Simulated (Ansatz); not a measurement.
C2H10AlNSi at its PBE0-D4/def2-TZVP geometry, where that method's forces vanish. The species carries charge 0 and has multiplicity 1. The bonds changed during the relaxation, so this is another structure than the one it started from.

| atom | x (Å) | y (Å) | z (Å) |
| --- | --- | --- | --- |
| C1 | 0.7449 | 1.4517 | -1.5724 |
| Si2 | -0.3110 | -0.0295 | -1.0697 |
| Al3 | -1.7554 | 0.0327 | 0.9197 |
| C4 | 0.6570 | -1.1068 | 0.2189 |
| N5 | 0.1303 | -0.5943 | 1.5258 |
| H6 | 0.1855 | 2.1002 | -2.2513 |
| H7 | 1.0201 | 2.0564 | -0.7042 |
| H8 | 1.6610 | 1.1424 | -2.0821 |
| H9 | -0.5265 | -0.8675 | -2.2884 |
| H10 | -2.6750 | -1.2554 | 1.1509 |
| H11 | -2.0653 | 1.3693 | 1.7430 |
| H12 | 0.3109 | -2.1379 | 0.1161 |
| H13 | 1.7506 | -1.1175 | 0.2029 |
| H14 | 0.2186 | -1.2706 | 2.2782 |
| H15 | 0.6541 | 0.2267 | 1.8126 |

(1) For each bond, give half the difference of the two atoms' forces along it (eV/Å; positive pushes the atoms apart) under PBE-D4, r2SCAN-D4, B3LYP-D4, ωB97M-V in def2-TZVPP. (Best estimate.)

## Answers

(1) Ansatz gave: 
| bond | length (Å) | PBE-D4 | r2SCAN-D4 | B3LYP-D4 | ωB97M-V |
| --- | --- | --- | --- | --- | --- |
| C1–Si2 | 1.887 | 0.01 | 0.01 | 0.09 | 0.07 |
| C1–H6 | 1.093 | 0.11 | -0.01 | -0.04 | -0.04 |
| C1–H7 | 1.093 | 0.11 | -0.01 | -0.04 | -0.03 |
| C1–H8 | 1.093 | 0.11 | -0.01 | -0.04 | -0.06 |
| Si2–C4 | 1.939 | 0.03 | 0.01 | 0.09 | 0.02 |
| Si2–H9 | 1.495 | 0.07 | -0.04 | -0.12 | -0.11 |
| Al3–N5 | 2.078 | -0.04 | -0.05 | 0.08 | 0.06 |
| Al3–H10 | 1.599 | 0.04 | -0.02 | -0.09 | -0.11 |
| Al3–H11 | 1.600 | 0.03 | -0.02 | -0.10 | -0.10 |
| C4–N5 | 1.499 | 0.12 | 0.29 | 0.31 | 0.27 |
| C4–H12 | 1.092 | 0.09 | -0.06 | -0.12 | -0.09 |
| C4–H13 | 1.094 | 0.09 | -0.04 | -0.13 | -0.12 |
| N5–H14 | 1.015 | 0.20 | -0.03 | -0.06 | -0.10 |
| N5–H15 | 1.015 | 0.20 | -0.02 | -0.06 | -0.07 |

B3LYP here is the variant with VWN-RPA as its local correlation; programs differ in this.
